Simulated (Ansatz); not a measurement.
Program: Ansatz. Geometries: PBE0-D4/def2-TZVP. ΔE: electronic, gas phase. CBS: MP2 limit from def2 TZ/QZ plus the TZ coupled-cluster correction, frozen cores. DFT in def2-TZVPP. For Ga, Mg outer-core shells are correlated without core-valence functions, which leaves a few kJ/mol of doubt a bond. Scalar relativity is left out up to krypton. One conformer a species, not always the lowest.

Reaction (substitution at a C–Mg bond): `C[CH2][MgH]` + `[OH][Ga]([F])[Cl]` → `CC[O][Ga]([F])[Cl]` + `[MgH2]`

`C[CH2][MgH]`:

Cartesian coordinates in Å:
```
C -0.934 -0.720 -0.051
C 0.324 -0.009 -0.556
Mg 1.263 1.299 0.793
H -0.732 -1.336 0.831
H -1.374 -1.386 -0.803
H -1.719 -0.013 0.236
H 0.085 0.555 -1.467
H 1.063 -0.755 -0.877
H 2.026 2.365 1.893
```

`[OH][Ga]([F])[Cl]`:

Z-matrix (Å, degrees):
```
Ga
O 1 1.761
Cl 1 2.115 2 124.1
F 1 1.733 2 117.4 3 180.0
H 2 0.961 1 113.2 3 0.0
```

`CC[O][Ga]([F])[Cl]`:

Z-matrix (Å, degrees):
```
C
C 1 1.511
H 1 1.095 2 110.9
H 1 1.092 2 110.6 3 -120.8
H 1 1.093 2 110.6 3 119.2
O 2 1.420 1 112.4 3 64.9
H 2 1.097 1 110.1 3 -59.1
H 2 1.094 1 110.3 3 -177.3
Ga 6 1.758 2 121.9 1 -68.0
F 9 1.745 6 119.4 2 -6.2
Cl 9 2.105 6 122.1 2 175.1
```

`[MgH2]`:

Cartesian coordinates in Å:
```
Mg 0.000 0.000 0.000
H -0.371 1.637 -0.296
H 0.371 -1.637 0.296
```

CCSD(T)/CBS gives +52.4 kJ/mol.

Problem. Another level gave +40.7 kJ/mol. Which?
A. PBE/def2-TZVPP
B. LDA (SPW92)/def2-TZVPP
C. r2SCANh/def2-TZVPP
D. BHLYP-D4/def2-TZVPP

Solution. B. LDA (SPW92) 40.7, PBE 52.0, r2SCANh 46.3, BHLYP-D4 35.8 kJ/mol.

Largest T1 diagnostic among the species: 0.014.

At CCSD(T), def2-SVP lies −25.0 kJ/mol from the extrapolated value and def2-TZVPP −4.9 kJ/mol. In def2-TZVPP, CCSD(T) changes the Hartree–Fock value by +16.1 kJ/mol (the triples alone add +0.7 kJ/mol) and MP2 by +24.9 kJ/mol.
